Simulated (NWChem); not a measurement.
Species: CH3Se2, doublet; SMILES C[Se][Se]

Program: NWChem. Pople sets run with spherical d functions. Spin-unrestricted. In the optimisation the excess spin sits in a" (Cs, its own frame). Structure relaxed at the B3LYP/6-31G* (spherical d), spin-unrestricted level. No stability test was run on the SCF state. Level MN15/6-31G*: energy and gradient on several grids; changes count from the extra-fine grid, which is no exact limit either.

Task: Which is the coarsest grid (xcoarse; coarse; medium; fine; xfine) from which on the energy stays within 50 μHa and each gradient component within 100 μHa/bohr of xfine?

Result: medium.
| grid | size of the energy change (μHa) | largest change of a gradient component (μHa/bohr) |
|---|---|---|
| xcoarse | 1000 | 2000 |
| coarse | 60 | 200 |
| medium | < 10 | < 30 |
| fine | < 10 | < 30 |
| xfine | < 10 | < 30 |
